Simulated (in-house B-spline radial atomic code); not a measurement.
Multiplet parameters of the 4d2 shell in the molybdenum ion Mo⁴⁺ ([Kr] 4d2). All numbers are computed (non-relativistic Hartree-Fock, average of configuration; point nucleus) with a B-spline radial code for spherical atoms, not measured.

Slater integrals: F^2 = 67652 cm⁻¹, F^4 = 44786 cm⁻¹. Central-field spin-orbit parameter ζ(4d) = 970.7 cm⁻¹ (bare central field on non-relativistic orbitals, without two-electron terms: too large for light atoms, too small for heavy ones).

What are Racah's B and C?

B = F^2/49 - 5F^4/441 = 873 cm⁻¹, C = 35F^4/441 = 3554 cm⁻¹, C/B = 4.07.

Where do the terms lie in LS coupling, without spin-orbit interaction?

In cm⁻¹ above the Hund's-rule term:
| term | expression | energy |
| --- | --- | --- |
| 3F | 0B + 0C | 0 |
| 1D | 5B + 2C | 11473 |
| 3P | 15B + 0C | 13093 |
| 1G | 12B + 2C | 17583 |
| 1S | 22B + 7C | 44084 |

Is LS coupling a fair picture here?

Unscaled Hartree-Fock integrals overestimate measured term splittings, because correlation screens the repulsion; fits to spectra scale them down, most for low charges. Here ζ is 1.11 times B, so the coupling is intermediate: spin-orbit interaction mixes the terms, and LS labels name only the largest part.
